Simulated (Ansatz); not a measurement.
Reaction (SMILES): B=[N] (BH-N) → B=[N-] (an electron is taken up)
B3LYP-D3(BJ)/def2-TZVP geometries, fixed; electronic energies without zero-point terms; positive where energy is released.

The adiabatic electron affinity at CCSD(T) with Ansatz (an electronic-structure program), in eV, split into its Hartree-Fock and correlation parts. Cores are frozen. Open shells are unrestricted. No added dispersion term, no relativity. Functions are those of the species that has most.

| basis | X | functions | Hartree-Fock | CCSD(T) |
|---|---|---|---|---|
| aug-cc-pVDZ | 2 | 55 | 1.176 | 2.835 |
| aug-cc-pVTZ | 3 | 115 | 1.154 | 2.948 |
| aug-cc-pVQZ | 4 | 206 | 1.158 | 2.996 |

Worked estimate of the basis-set limit from each neighbouring pair, with Hartree-Fock from the larger set and the correlation part extrapolated as X^-3.
Correlation parts: X = 2: 1.659, X = 3: 1.794, X = 4: 1.838.
- (2,3): (27·(1.794) - 8·(1.659))/19 = 1.851; with Hartree-Fock 1.154 the estimate is 3.005 eV.
- (3,4): (64·(1.838) - 27·(1.794))/37 = 1.870; with Hartree-Fock 1.158 the estimate is 3.028 eV.
The last two estimates differ by 0.023 eV; the largest set lies 0.032 from the last. Over the last step Hartree-Fock moves by 0.004 and the correlation part by 0.044.
